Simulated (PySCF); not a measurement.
Electronic absorption of C3H3F3O2

Species: C3H3F3O2.
SMILES: `FC1O[C@@H](F)[C@H](F)O1`

Level of theory: PySCF 2.14.0, density-fitted response routines, TDDFT PBE0/def2-SVPD, vertical, gas phase, core orbitals frozen in the response. Geometry: GFN2-xTB, one conformer, isolated molecule.

Problem. Predict the UV-vis stick spectrum at this level.

Solution. 

| state | λ (nm) | E (eV) | f | main configurations (H = HOMO, L = LUMO) |
| --- | --- | --- | --- | --- |
| S1 | 131.5 | 9.43 | 0.0099 | H→L+1 (59%), H→L (27%) |
| S2 | 131.1 | 9.46 | 0.042 | H→L (68%), H→L+1 (27%) |
| S3 | 126.0 | 9.84 | 0.017 | H-1→L (54%), H-2→L (19%), H-1→L+1 (15%) |
| S4 | 125.2 | 9.90 | 0.0076 | H-2→L (50%), H-1→L (28%) |
| S5 | 124.6 | 9.95 | 0.0048 | H-1→L+1 (62%), H-2→L (20%) |
| S6 | 122.5 | 10.12 | 0.048 | H→L+2 (40%), H-2→L+1 (38%) |

Triplets, Tamm–Dancoff:

| state | E (eV) | λ (nm) | main configurations (H = HOMO, L = LUMO) |
| --- | --- | --- | --- |
| T1 | 9.00 | 137.7 | H→L+1 (68%), H-1→L+1 (15%) |
| T2 | 9.29 | 133.4 | H→L (83%) |

The lowest singlet lies at 9.43 eV (131 nm, vacuum ultraviolet) and is weak; its leading configuration is HOMO→LUMO+1 (59%). The strongest level in the table is S6 at 10.12 eV (123 nm, f = 0.048). It is the last of those listed, so stronger ones may follow. Löwdin shares by element: HOMO oxygen 49%, carbon 10% or more, fluorine 9% or more (atoms not listed hold the other 33%); LUMO carbon 30% or more, oxygen 14% or more, hydrogen 11% or more (atoms not listed hold the other 45%). The listed states span 0.69 eV, and the widest gap between neighbours is 0.38 eV (S2 to S3). The oscillator strengths of these states sum to 0.129; summed over the whole spectrum of an exact calculation they would give the number of electrons, 64 (Thomas–Reiche–Kuhn). Orbital energies (eV): HOMO-3 -11.15, HOMO-2 -10.45, HOMO-1 -10.40, HOMO -9.96, LUMO 0.69, LUMO+1 0.93, LUMO+2 1.30. Singlets were solved by full linear response, triplets in the Tamm–Dancoff approximation.
